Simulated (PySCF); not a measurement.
# Carbon: a sound run and one with changed settings

Sound run: C+ [He] 2s2 2p1, C(2+) [He] 2s2. Computed with PySCF 2.14 in pcseg-2 (4s3p2d1f, 30 functions), with the non-relativistic Hamiltonian (point nucleus). In the sound run the correlated levels freeze 1s2. The sound run starts from symmetry-adapted Hartree-Fock orbitals and uses a fine grid where one is needed.

Changed run: basis STO-3G. This setting is unsound on purpose.

| species | method | sound run (hartree) | changed run (hartree) | converged |
| --- | --- | --- | --- | --- |
| C+ | UHF | -37.29263 | -36.87037 | yes |
| C+ | M06-2X | -37.42753 | -37.00670 | yes |
| C+ | MN15 | -37.39830 | -36.76974 | yes |
| C+ | MP2 | -37.34159 | -36.89090 | yes |
| C+ | CCSD(T) | -37.36624 | -36.91145 | yes |
| C(2+) | UHF | -36.40376 | -35.97831 | yes |
| C(2+) | M06-2X | -36.52631 | -36.09655 | yes |
| C(2+) | MN15 | -36.49824 | -35.86918 | yes |
| C(2+) | MP2 | -36.44539 | -36.01050 | yes |
| C(2+) | CCSD(T) | -36.47514 | -36.04086 | yes |

Ionisation energy of C+:

| method | sound run (eV) | changed run (eV) |
| --- | --- | --- |
| UHF | 24.187 | 24.274 |
| M06-2X | 24.523 | 24.766 |
| MN15 | 24.492 | 24.505 |
| MP2 | 24.387 | 23.957 |
| SCS-MP2 | 24.352 | 23.893 |
| CCSD | 24.218 | 23.690 |
| CCSD(T) | 24.248 | 23.690 |

A minimal basis cannot let orbitals breathe on ionisation and holds almost no correlation.

For comparison, NIST gives 24.383 eV between the lowest levels.
